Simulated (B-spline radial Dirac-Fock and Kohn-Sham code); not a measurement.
## Two-hole binding energies of W⁶⁺

System: the W⁶⁺ ion, configuration [Xe] 4f14.

The run's input, task.json:

```json
{"items": [{
  "Z": 74,
  "q": 6,
  "cfg": [[1, 0, 2], [2, 0, 2], [2, 1, 6], [3, 0, 2], [3, 1, 6], [3, 2, 10], [4, 0, 2], [4, 1, 6], [4, 2, 10], [4, 3, 14], [5, 0, 2], [5, 1, 6]],
  "A": 184,
  "rrms": 5.3658,
  "do": ["binding", "quiet", "double"]
}]}
```

Command: `python xray_run.py task.json out`

Level of theory: Dirac-Fock ΔSCF + Breit + QED; an atomic code on a B-spline grid. U is the two-hole binding energy less the two single-hole energies, the effective repulsion of the holes after relaxation. Each two-hole energy is an average over J within one jj subconfiguration.

```
          holes  E(a) (eV)  E(b) (eV)  E(ab) (eV)  U (eV)
           1s⁻²    69610.3    69610.3    140616.5  1395.9
   1s⁻¹ 2p3/2⁻¹    69610.3    10295.6     80246.3   340.4
   1s⁻¹ 3p3/2⁻¹    69610.3     2373.6     72092.0   108.1
   1s⁻¹ 3d5/2⁻¹    69610.3     1898.0     71608.1    99.8
   2s⁻¹ 3p1/2⁻¹    12196.6     2666.5     14959.4    96.3
   2s⁻¹ 3p3/2⁻¹    12196.6     2373.6           ?       ?
   2s⁻¹ 3d3/2⁻¹    12196.6     1960.4     14257.4   100.5
   2s⁻¹ 3d5/2⁻¹    12196.6     1898.0     14191.7    97.1
2p1/2⁻¹ 3p3/2⁻¹    11633.0     2373.6     14100.2    93.6
2p1/2⁻¹ 3d5/2⁻¹    11633.0     1898.0     13631.3   100.3
2p3/2⁻¹ 3d3/2⁻¹    10295.6     1960.4     12358.5   102.6
        3p1/2⁻²     2666.5     2666.5      5406.9    74.0
        4d3/2⁻²      348.4      348.4       728.4    31.6
        4f7/2⁻²      119.0      119.0       267.3    29.3
```

**Question.** Give the missing two-hole energy and U.

**Answer.** E(ab) = 14659.0 eV and U = 88.9 eV.

Values without a named source are computed, but for edge energies of neutral atoms, which are taken from tables.
